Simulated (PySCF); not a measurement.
SbH₅: from structure and modes to constants

Level of theory: BP86 in PySCF with Sb def2-TZVP with ECP28, H def2-TZVP; scalar-relativistic core potentials, no spin–orbit coupling; density-fitted integrals.

The singlet minimum has D3h symmetry. Masses (u): Sb 120.90382, H 1.00782.

```xyz
6
charge 0 multiplicity 1, angstrom
Sb    0.0000    0.0000    0.0000
H     0.0000    0.0000    1.7856
H     0.0000    0.0000   -1.7856
H     1.7292    0.0000    0.0000
H    -0.8646    1.4976    0.0000
H    -0.8646   -1.4975    0.0000
```

Harmonic wavenumbers (cm⁻¹): 405.3 (e', ×2), 807.5 (e', ×2), 871.2 (a2'', ×1), 1034.1 (e'', ×2), 1572.3 (a1', ×1), 1602.0 (a2'', ×1), 1822.0 (e', ×2), 1850.1 (a1', ×1).

(1) What is the harmonic zero-point energy?

(2) Give the standard entropy (298.15 K, 1 bar) by its translational, rotational, vibrational and spin parts, and Cp.

Answers

(1) Half the sum of all 12 wavenumbers, 14033/2 = 7017 cm⁻¹, which is 83.9 kJ/mol (1 cm⁻¹ = 0.0119627 kJ/mol).

(2) Sackur–Tetrode with M = 125.94 u gives 169.2; rotation with symmetry number 6 gives 62.7; vibration 11.0; spin R ln 1 = 0.0. The total is 242.9 J/(mol K), and Cp = 4 R + 23.4 = 56.7 J/(mol K).
